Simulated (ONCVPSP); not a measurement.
# Building the ONCV potential for hafnium (LDA (Perdew-Zunger), scalar-relativistic).

ONCVPSP 4.0.1 was run on this input:

```
# ATOM AND REFERENCE CONFIGURATION
# atsym  z   nc   nv     iexc    psfile
  Hf 72.00   11    3        3      upf
#
#   n    l    f
    1    0    2.00
    2    0    2.00
    2    1    6.00
    3    0    2.00
    3    1    6.00
    3    2   10.00
    4    0    2.00
    4    1    6.00
    4    2   10.00
    4    3   14.00
    5    0    2.00
    5    1    6.00
    5    2    2.00
    6    0    2.00
#
# PSEUDOPOTENTIAL AND OPTIMIZATION
# lmax
    3
#
#   l,   rc,      ep,       ncon, nbas, qcut
    0    3.15    0.00    4    7    1.70
    1    1.35    0.00    4    8    5.70
    2    2.80    0.00    4    9    6.10
    3    2.95    0.17    3    7    3.80
#
# LOCAL POTENTIAL
# lloc, lpopt,  rc(5),   dvloc0
    4    5    1.20    0.00
#
# VANDERBILT-KLEINMAN-BYLANDER PROJECTORs
# l, nproj, debl
    0    2    4.00
    1    2    2.40
    2    2    0.90
    3    2    2.20
#
# MODEL CORE CHARGE
# icmod, fcfact, rcfact
    4    0.35    0.00
#
# LOG DERIVATIVE ANALYSIS
# epsh1, epsh2, depsh
   -3.00    5.00    0.02
#
# OUTPUT GRID
# rlmax, drl
    6.00    0.01
#
# TEST CONFIGURATIONS
# ncnf
    4
# nvcnf
#   n    l    f
    3
    5    1    6.00
    5    2    2.00
    6    0    1.00
#
    3
    5    1    6.00
    5    2    2.00
    6    0    0.00
#
    3
    5    1    6.00
    5    2    1.00
    6    0    0.00
#
    4
    5    1    6.00
    5    2    1.00
    6    0    2.00
    6    1    1.00
#
```

Command:

```bash
oncvpsp.x < Hf.dat > Hf.out
```

Resulting log (shortened: citation, most of the input echo, consistency checks and plot data are left out):

```
ONCVPSP  (Optimized Norm-Conservinng Vanderbilt PSeudopotential)
scalar-relativistic version 4.0.1

#   n    l    f        energy (Ha)
    1    0    2.00    -2.3972394E+03
    2    0    2.00    -4.1001544E+02
    2    1    6.00    -3.6015411E+02
    3    0    2.00    -9.3402731E+01
    3    1    6.00    -7.8509448E+01
    3    2   10.00    -6.0852224E+01
    4    0    2.00    -1.8792635E+01
    4    1    6.00    -1.3904317E+01
    4    2   10.00    -7.5874740E+00
    4    3   14.00    -6.2592610E-01
    5    0    2.00    -2.4683785E+00
    5    1    6.00    -1.3122974E+00
    5    2    2.00    -1.0557078E-01
    6    0    2.00    -1.9361617E-01

Reference configufation results
  iterations    33
  all-electron total energy (Ha)   -1.50692056D+04

Begin loop to  construct optimized pseudo wave functions
and semi-local pseudopoentials for all angular momenta

   Wellstate for l =  0  n = 10
     eigenvalue =   3.8064
     asymptotic potential =   4.3064
     half-point radius =  5.4251

Calculating optimized projector #   1

 for l=   0

    Fraction of norm inside rc  0.466706
    Optimizing pswf for qcut=   1.70 a_B^-1,  ecut=   1.44 Ha
    Residual kinetic energy error=  8.97D-03 Ha

    Energy error per electron        Cutoff
         Ha          eV             Ha
         0.01000     0.27211        1.38
         0.00100     0.02721        8.28
         0.00010     0.00272       11.48
         0.00001     0.00027       14.35

Calculating optimized projector #   2

 for l=   0

    Fraction of norm inside rc  0.150350
    Optimizing pswf for qcut=   1.70 a_B^-1,  ecut=   1.44 Ha
    Residual kinetic energy error=  1.03D+00 Ha

    Energy error per electron        Cutoff
         Ha          eV             Ha
         0.01000     0.27211       13.20
         0.00100     0.02721       17.16
         0.00010     0.00272       20.44
         0.00001     0.00027       27.15

   Wellstate for l =  1  n =  7
     eigenvalue =   1.0877
     asymptotic potential =   1.5877
     half-point radius =  4.5212

Calculating optimized projector #   1

 for l=   1

    Fraction of norm inside rc  0.557239
    Optimizing pswf for qcut=   5.70 a_B^-1,  ecut=  16.24 Ha
    Residual kinetic energy error=  8.15D-03 Ha

    Energy error per electron        Cutoff
         Ha          eV             Ha
         0.01000     0.27211       15.20
         0.00100     0.02721       87.55
         0.00010     0.00272      112.54
         0.00001     0.00027      147.92

Calculating optimized projector #   2

 for l=   1

    Fraction of norm inside rc  0.053422
    Optimizing pswf for qcut=   5.70 a_B^-1,  ecut=  16.24 Ha
    Residual kinetic energy error=  2.65D-03 Ha

    Energy error per electron        Cutoff
         Ha          eV             Ha
         0.01000     0.27211        7.36
         0.00100     0.02721       20.14
         0.00010     0.00272       62.46
         0.00001     0.00027      138.18

   Wellstate for l =  2  n =  7
     eigenvalue =   0.7944
     asymptotic potential =   1.2944
     half-point radius =  6.7684

Calculating optimized projector #   1

 for l=   2

    Fraction of norm inside rc  0.684269
    Optimizing pswf for qcut=   6.11 a_B^-1,  ecut=  18.64 Ha
    Residual kinetic energy error=  1.06D-08 Ha

    Energy error per electron        Cutoff
         Ha          eV             Ha
         0.01000     0.27211        7.93
         0.00100     0.02721       10.63
         0.00010     0.00272       12.84
         0.00001     0.00027       14.74

Calculating optimized projector #   2

 for l=   2

    Fraction of norm inside rc  0.136105
    Optimizing pswf for qcut=   6.11 a_B^-1,  ecut=  18.64 Ha
    Residual kinetic energy error=  3.51D-08 Ha

    Energy error per electron        Cutoff
         Ha          eV             Ha
         0.01000     0.27211        7.90
         0.00100     0.02721       10.81
         0.00010     0.00272       13.17
         0.00001     0.00027       15.27

   Wellstate for l =  3  n =  5
     eigenvalue =   0.1700
     asymptotic potential =   0.6700
     half-point radius = 12.9452

   Wellstate for l =  3  n =  7
     eigenvalue =   2.3700
     asymptotic potential =   2.8700
     half-point radius =  4.7865

Calculating optimized projector #   1

 for l=   3

    Fraction of norm inside rc  0.012660
    Optimizing pswf for qcut=   3.81 a_B^-1,  ecut=   7.24 Ha
    Residual kinetic energy error=  1.74D-06 Ha

    Energy error per electron        Cutoff
         Ha          eV             Ha
         0.01000     0.27211        0.67
         0.00100     0.02721        1.85
         0.00010     0.00272        4.03
         0.00001     0.00027        5.94

Calculating optimized projector #   2

 for l=   3

    Fraction of norm inside rc  0.270061
    Optimizing pswf for qcut=   3.81 a_B^-1,  ecut=   7.24 Ha
    Residual kinetic energy error=  1.58D-02 Ha

    Energy error per electron        Cutoff
         Ha          eV             Ha
         0.01000     0.27211        7.93
         0.00100     0.02721       28.63
         0.00010     0.00272       42.48
         0.00001     0.00027       82.84

Construct Vanderbilt / Kleinmman-Bylander projectors

B matrix Hermiticity error, ll=   0
   1   2   -1.0695E-04

  Orthonormal projector coefficients  1.1085E+01  1.4138E+00

B matrix Hermiticity error, ll=   1
   1   2   -2.8168E-04

  Orthonormal projector coefficients  1.1286E+01  3.2904E+00

B matrix Hermiticity error, ll=   2
   1   2   -4.9900E-05

  Orthonormal projector coefficients  3.5092E+00 -1.2913E+00

B matrix Hermiticity error, ll=   3
   1   2   -1.5420E-05

  Orthonormal projector coefficients  1.0221E+01  6.3154E-01

Model core correction analysis
  based on d2Exc/dn_idn_j

d2excae - all-electron derivatives

   -2.234706D-02   -1.185747D-02   -3.372273D-03
   -1.185767D-02   -1.653304D-02   -1.492230D-02
   -3.372028D-03   -1.491942D-02   -2.264037D-02

d2excps - pseudofunction derivatives with no core correction

   -3.909834D-02   -1.671253D-02   -4.937277D-03
   -1.671304D-02   -1.922250D-02   -1.605630D-02
   -4.937059D-03   -1.605344D-02   -2.286870D-02

rms 2nd derivative error    6.168985E-03

rmatch, rhocmatch    1.1786    4.7474

Coarse scan for minimum error
  matrix elements: rms 2nd-derivative errors (mHa)
  column index : amplitude prefactor to rhocmatch
  row index : scale prefactor to rmatch

         1.500  2.000  2.500  3.000  3.500  4.000  4.500  5.000  5.500  6.000

  1.0    5.291  5.083  4.897  4.728  4.573  4.429  4.295  4.170  4.053  3.941
  1.1    4.965  4.680  4.426  4.197  3.988  3.795  3.616  3.449  3.293  3.147
  1.2    4.586  4.215  3.886  3.590  3.322  3.077  2.851  2.642  2.448  2.267
  1.3    4.160  3.696  3.288  2.925  2.598  2.301  2.031  1.783  1.556  1.349
  1.4    3.700  3.140  2.654  2.225  1.843  1.501  1.194  0.922  0.688  0.504
  1.5    3.217  2.566  2.008  1.523  1.101  0.741  0.465  0.364  0.489  0.701
  1.6    2.729  2.002  1.394  0.898  0.548  0.489  0.702  0.986  1.271  1.540
  1.7    2.265  1.500  0.935  0.672  0.807  1.123  1.465  1.792  2.096  2.377
  1.8    1.868  1.178  0.921  1.114  1.484  1.875  2.243  2.583  2.894  3.178
  1.9    1.613  1.209  1.366  1.769  2.209  2.625  3.005  3.349  3.661  3.946

Nelder-Mead iteration
 converged in   9 steps
amplitude prefactor, scale prefactor
    5.2954    1.4765

Optimized Teter model core charge

d2excps - pseudofunction derivatives with core correction

   -2.252805D-02   -1.143295D-02   -3.820631D-03
   -1.143280D-02   -1.649868D-02   -1.534596D-02
   -3.820416D-03   -1.534308D-02   -2.262669D-02

rms 2nd derivative error    3.583768E-04

Pseudoatom total energy  -31.761732

Diagnostic tests using Vanderbilt-Kleinman-Bylander pseudopotentials
  1 or more projectors used as specified by nproj input data

   l    rcore       rmatch      e in        delta e   norm test  slope test

   0   3.1625654   3.2585877  -0.1936162  -0.0000004   1.0000097   1.0000151
   0   3.1625654   3.2585877   3.8063838   0.0000044   1.0004416   1.0004416

   1   1.3524657   1.3935295  -1.3122974  -0.0000154   1.0001374   1.0001706
   1   1.3524657   1.3935295   1.0877026   0.0000031   1.0004594   1.0004594

   2   2.8059498   2.8911445  -0.1055708  -0.0000009   1.0000442   1.0000417
   2   2.8059498   2.8911445   0.7944292   0.0000029   1.0001084   1.0001084

   3   2.9611590   3.0510662   0.1700000  -0.0000538   0.9999327   0.9999327
   3   2.9611590   3.0510662   2.3700000  -0.0003214   1.0001012   1.0001012

 Testing for bound ghosts
   n   l    E NL Schr. Eq   E Basis Diag.   E Cutoff

       0                       -3.298600     18.71  WARNING - GHOST(-)
   1   0       -0.193617       -0.193110     18.71

   2   1       -1.312313       -1.311240    165.07

   3   2       -0.105572       -0.104719     56.29

 Testing for highly-localized positive-energy ghosts
       l    <radius>/rc     E Basis Diag.   E Cutoff

       0        0.320005        3.953156     18.71  WARNING - GHOST(+)

       3        0.358032       12.505558     33.29  WARNING - GHOST(+)

Test configuration 0

   n   l     f        eae           eps        diff
   1   0  2.0000-2397.23938568
   2   0  2.0000 -410.01544281
   2   1  6.0000 -360.15410855
   3   0  2.0000  -93.40273149
   3   1  6.0000  -78.50944846
   3   2 10.0000  -60.85222404
   4   0  2.0000  -18.79263522
   4   1  6.0000  -13.90431719
   4   2 10.0000   -7.58747398
   4   3 14.0000   -0.62592610
   5   0  2.0000   -2.46837851
   5   1  6.0000   -1.31229740   -1.31231276   -1.54D-05
   5   2  2.0000   -0.10557078   -0.10557169   -9.06D-07
   6   0  2.0000   -0.19361617   -0.19361654   -3.72D-07

    Total energies and differences
      AE_ref= -1.50692056D+04  AE_tst= -1.50692056D+04  dif=  0.00D+00
      PS_ref= -3.17617322D+01  PS_tst= -3.17617322D+01  dif= -2.13D-14
      PSP excitation error=  2.13D-14

Test configuration 1

   n   l     f        eae           eps        diff
   1   0  2.0000-2397.49964400
   2   0  2.0000 -410.27414127
   2   1  6.0000 -360.41287900
   3   0  2.0000  -93.66132809
   3   1  6.0000  -78.76804885
   3   2 10.0000  -61.11074960
   4   0  2.0000  -19.05130062
   4   1  6.0000  -14.16298021
   4   2 10.0000   -7.84607719
   4   3 14.0000   -0.88440063
   5   0  2.0000   -2.72672249
   5   1  6.0000   -1.57061067   -1.56993040    6.80D-04
   5   2  2.0000   -0.34852962   -0.34851182    1.78D-05
   6   0  1.0000   -0.41385571   -0.41390394   -4.82D-05

    Total energies and differences
      AE_ref= -1.50692056D+04  AE_tst= -1.50689043D+04  dif=  3.01D-01
      PS_ref= -3.17617322D+01  PS_tst= -3.14603468D+01  dif=  3.01D-01
      PSP excitation error= -1.10D-04

Test configuration 2

   n   l     f        eae           eps        diff
   1   0  2.0000-2397.80378109
   2   0  2.0000 -410.57608704
   2   1  6.0000 -360.71494005
   3   0  2.0000  -93.96269441
   3   1  6.0000  -79.06942509
   3   2 10.0000  -61.41208435
   4   0  2.0000  -19.35283103
   4   1  6.0000  -14.46454737
   4   2 10.0000   -8.14761246
   4   3 14.0000   -1.18563945
   5   0  2.0000   -3.02756267
   5   1  6.0000   -1.87017389   -1.86996829    2.06D-04
   5   2  2.0000   -0.62536326   -0.62603639   -6.73D-04

    Total energies and differences
      AE_ref= -1.50692056D+04  AE_tst= -1.50683713D+04  dif=  8.34D-01
      PS_ref= -3.17617322D+01  PS_tst= -3.09269655D+01  dif=  8.35D-01
      PSP excitation error= -5.34D-04

Test configuration 3

psatom: WARNING lschvkbb convergence error n,l,iter=   3   2   4
ea(ii),et,emin,emax -1.148456E-01 -1.263301E-01 -1.263301E-01 -1.263301E-01
run_config: WARNING for fully non-local PS atom, stg. 1
 WARNING no output for configuration 4

Test configuration 4

   n   l     f        eae           eps        diff
   1   0  2.0000-2397.36431080
   2   0  2.0000 -410.14322522
   2   1  6.0000 -360.28176626
   3   0  2.0000  -93.52900885
   3   1  6.0000  -78.63573040
   3   2 10.0000  -60.97890047
   4   0  2.0000  -18.91941788
   4   1  6.0000  -14.03131971
   4   2 10.0000   -7.71486098
   4   3 14.0000   -0.75317252
   5   0  2.0000   -2.59571807
   5   1  6.0000   -1.43395856   -1.43590617   -1.95D-03
   5   2  1.0000   -0.19131633   -0.19159071   -2.74D-04
   6   0  2.0000   -0.24740911   -0.24758283   -1.74D-04
   6   1  1.0000   -0.08714761   -0.08704213    1.05D-04

    Total energies and differences
      AE_ref= -1.50692056D+04  AE_tst= -1.50691289D+04  dif=  7.67D-02
      PS_ref= -3.17617322D+01  PS_tst= -3.16850192D+01  dif=  7.67D-02
      PSP excitation error= -5.50D-05
```

Note: ghosts flagged at negative energy: s at -89.8 eV; GHOST(+) flagged for s at 107.6 eV, f at 340.3 eV. A true bound ghost makes a file unfit for plane-wave use.

The run took about 6.4 s on one core of a shared server CPU.
